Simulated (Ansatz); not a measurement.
```yaml
crystal:
  periodic: [false, false, false]
  atoms:
    - {symbol: B, position_ang: [-0.761738, -1.188417, 0.181436]}
    - {symbol: B, position_ang: [-0.929417, 0.229648, 1.053032]}
    - {symbol: B, position_ang: [-0.748255, 0.377033, -0.757381]}
    - {symbol: B, position_ang: [1.065316, 0.582324, -0.742414]}
    - {symbol: B, position_ang: [0.199750, 1.324035, 0.482081]}
    - {symbol: B, position_ang: [0.768883, -0.387270, 0.778001]}
    - {symbol: B, position_ang: [0.471065, -0.970486, -0.928219]}
    - {symbol: H, position_ang: [-1.427260, -2.213197, 0.331824]}
    - {symbol: H, position_ang: [-1.739971, 0.431601, 1.957424]}
    - {symbol: F, position_ang: [-1.701408, 0.857221, -1.722003]}
    - {symbol: H, position_ang: [1.980476, 1.089308, -1.391358]}
    - {symbol: H, position_ang: [0.366177, 2.472777, 0.892434]}
    - {symbol: H, position_ang: [1.584094, -0.798016, 1.603090]}
    - {symbol: H, position_ang: [0.872307, -1.806571, -1.737947]}
basis:
  gaussian: {orbitals: 6-31G, point_charges: [{charge: 0.50, position_ang: [6.730, 0.144, 0.984]}]}
total_charge: -2
hamiltonian: {xc: {name: HSE06}, pseudopotentials: {relativity: none}}
scf: {lower_state_search: light}
```

```sh
$ ansatz run in.yaml --threads 4 --pin off --events-out ev --progress --plain --max-ram 4787MiB
```

Output, abridged:

```
Functional definition: HSE06
1149 factors; integrals over basis functions are off by at most 2.1e-4 eV
132 factors; integrals over basis functions are off by at most 2.0e-7 eV
mean field evaluation 1: about -7536.5687 eV, gradient 3.8e1 eV
mean field evaluation 2: about -7533.6108 eV, gradient 5.6e1 eV
mean field evaluation 4: about -7540.3450 eV, gradient 2.7e0 eV
mean field evaluation 8: about -7540.5444 eV, gradient 4.4e-1 eV
mean field evaluation 16: about -7540.5451 eV, gradient 2.4e-5 eV
mean field -7540.54506602 eV, -277.1099200111 hartree, gradient 2.4e-5 eV, S^2 0.000000; 0 other end points of the search recorded, 0 dependent functions left out
reference -7540.54510118 eV, -277.1099213033 hartree; 26, 26 occupied and 58, 58 virtual orbitals, 1149 factors
Total energy: -7540.54510118 eV, -277.1099213033 hartree
```

Hardware: 4 threads of Intel Xeon on a shared host. Wall time 2.9 s.

HSE06 is defined as in plane-wave codes, on full-range PBE exchange. A multiply charged anion in the gas phase is held together partly by the finite basis. The highest occupied level of an anion often lies above zero with these methods, and sets without diffuse functions describe the outer electron poorly.
